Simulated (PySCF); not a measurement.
## PySCF run on Ar⁺

File input.py (PySCF 2.14):

```python
from pyscf import gto, scf, cc

mol = gto.M(
    atom='Ar 0 0 0',
    basis='6-31+g*',
    charge=1,
    spin=1,
    verbose=3,
)
mf = scf.UHF(mol)
mf.kernel()
mycc = cc.CCSD(mf, frozen=5)
mycc.kernel()
mycc.ccsd_t()
mf.dip_moment()
print('orbital energies (hartree):', [e[max(0, n-3):n+3].round(4) for e, n in zip(mf.mo_energy, mol.nelec)])
```

```bash
$ python input.py
```

The log (some set-up lines and the per-cycle HOMO/LUMO lines with their warnings removed):

```
converged SCF energy = -526.234331058403  <S^2> = 0.75512851  2S+1 = 2.005122
E(UCCSD) = -526.3621244334353  E_corr = -0.1277933750321197
UCCSD(T) correction = -0.00120008825839742

WARN: System has nonzero charge 1; the dipole moment is origin-dependent.
Location of origin: [0. 0. 0.]

Dipole moment(X, Y, Z, Debye):  0.00000,  0.00000,  0.00000
orbital energies (hartree): [array([-1.1286, -1.0416, -1.0416, -0.1193, -0.0617, -0.0505]), array([-1.6426, -1.0122, -1.0122, -0.4934, -0.1142, -0.0493])]
```

In short: E(SCF) = -526.234331 Eh, E(CCSD) − E(SCF) = -0.12779 Eh, (T) = -0.00120 Eh, ⟨S²⟩ = 0.755.

Wall time 0.79 s on one thread of a shared host.

No search for the lowest solution was made.
